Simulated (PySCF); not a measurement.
Gas-phase reaction: Ga2O + 3 Br2 → 2 GaBr3 + O

Energies from PySCF (xtb for GFN2), thermal terms from the rigid-rotor harmonic-oscillator model, ideal gas at 1 bar. † marks an energy on the PBE0/def2-TZVP geometry and frequencies; other levels use their own. MP2 and CCSD(T) freeze the core. 6-31G* has spherical d functions here. Open shells (unrestricted): O (multiplicity 3); the rest are closed-shell singlets. GFN2 has no spin-polarisation term. Spin-orbit splitting is ignored; it lowers the true energy and changes the entropy of O. Br, Ga: all electrons, no relativistic terms. MP2 isn't extrapolated to the basis-set limit. CCSD(T) isn't extrapolated to the basis-set limit.

```csv
level,"ΔH°(298 K), kJ"
BLYP/def2-TZVP†,[?]
CCSD(T)/def2-SVP†,[?]
GFN2-xTB,212
HF/6-31G*,-690
HF/def2-TZVP†,-673
MP2/def2-SVP†,-514
PBE0/def2-QZVP†,-383
PBE0/def2-TZVP,[?]
ωB97M-V/def2-TZVP†,[?]
```

What belongs in the gaps?


- BLYP/def2-TZVP†, ΔH°(298 K), kJ: -225
- CCSD(T)/def2-SVP†, ΔH°(298 K), kJ: -477
- PBE0/def2-TZVP, ΔH°(298 K), kJ: -398
- ωB97M-V/def2-TZVP†, ΔH°(298 K), kJ: -375
